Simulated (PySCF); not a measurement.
C5H5N2O2 (doublet state).
Geometry (GFN2-xTB, Å), atoms numbered from 1 in this order:
```xyz
14
C5H5N2O2 angstrom
C      0.3461    1.5052   -0.8751
N     -0.3643    0.5154   -0.3457
C     -1.7325    0.3964   -0.4015
C     -2.0600   -0.7554    0.2613
N     -0.9488   -1.3598    0.7287
C      0.0725   -0.6093    0.3721
C      1.4387   -0.9671    0.7149
O      1.7469   -1.9511    1.3376
O      2.3803   -0.0945    0.2750
H     -0.1734    2.2893   -1.3944
H      1.4120    1.5096   -0.7795
H     -2.3405    1.1250   -0.8969
H     -3.0281   -1.1832    0.4282
H      3.2504   -0.4211    0.5530
```

The hyperfine couplings belong to this conformer and change with its torsions.

The species is `[CH2]n1ccnc1C(=O)O` [radical].

Computed with UKS B3LYP, pcH-1 on C H N O, non-relativistic, mean-field spin-orbit, GIAO in PySCF 2.14.0. The structure is a single GFN2-xTB conformer in the gas phase; no vibrational or solvent corrections. The geometry wasn't refined by DFT: couplings that depend on bond lengths, twists or pyramidal angles can differ widely from those at the functional's own minimum. The SCF solution wasn't tested for stability.

The Mulliken spin populations are largest on C1 (+0.84), N5 (+0.11), C3 (+0.08) and C6 (+0.08). C1 is the only atom above +0.15. The angles at C1 add up to 360.0°, so it is planar; its axial dipolar tensor and the negative couplings of its protons fit spin in a p orbital normal to that plane.

Problem. Test a(H) = Q·ρ(C) for the protons on planar carbons with a spin population beyond ±0.08.

Solution. 
```csv
H,C,ρ(C),a(H) (G),a/ρ (G)
H10,C1,+0.843,-19.58,-23.2
H11,C1,+0.843,-20.36,-24.1
H12,C3,+0.081,-2.42,-29.8
```

A least-squares line through the origin gives Q = -23.7 G with Mulliken populations. In McConnell's picture π spin on carbon polarises the C–H bond and leaves opposite spin at the proton, which makes Q negative, as found here.

Couplings in gauss use g_iso = 2.0027.
